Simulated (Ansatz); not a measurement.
Reaction (ligand exchange at a Ge–N bond): `C[NH][GeH]([OH])[Cl]` + CH₃OH → `C[O][GeH]([OH])[Cl]` + CH₃NH₂

Computed with Ansatz on PBE0-D4/def2-TZVP structures; ΔE is electronic, products minus reactants. CBS: MP2 limit from def2 TZ/QZ plus the TZ coupled-cluster correction, frozen cores. This one scheme is used for every species. DFT in def2-TZVPP. B3LYP here is the variant with VWN-RPA as its local correlation; programs differ in this. For Ge outer-core shells are correlated without core-valence functions, which leaves a few kJ/mol of doubt a bond. Scalar relativity is left out up to krypton. Each species was taken in one conformer, which may not be the lowest.

Q: Is it downhill or uphill in electronic energy at CCSD(T)/CBS, and by how much? (Estimate.)

A: Ansatz gave: Downhill: ΔE = -0.23 eV.

Q: What do these levels give: B2PLYP, PBE0, B3LYP, CCSD(T)/def2-TZVPP, SCS-MP2/def2-QZVPP, CCSD/CBS(def2)? (An estimate is asked.)

A: The calculation gave: B2PLYP -0.28, PBE0 -0.24, B3LYP -0.29, CCSD(T)/def2-TZVPP -0.25, SCS-MP2/def2-QZVPP -0.25, CCSD/CBS(def2) -0.23 eV.

Largest T1 diagnostic among the species: 0.011.

In def2-TZVPP, CCSD(T) changes the Hartree–Fock value by +0.07 eV (the triples alone add +0.00 eV) and MP2 by +0.08 eV.
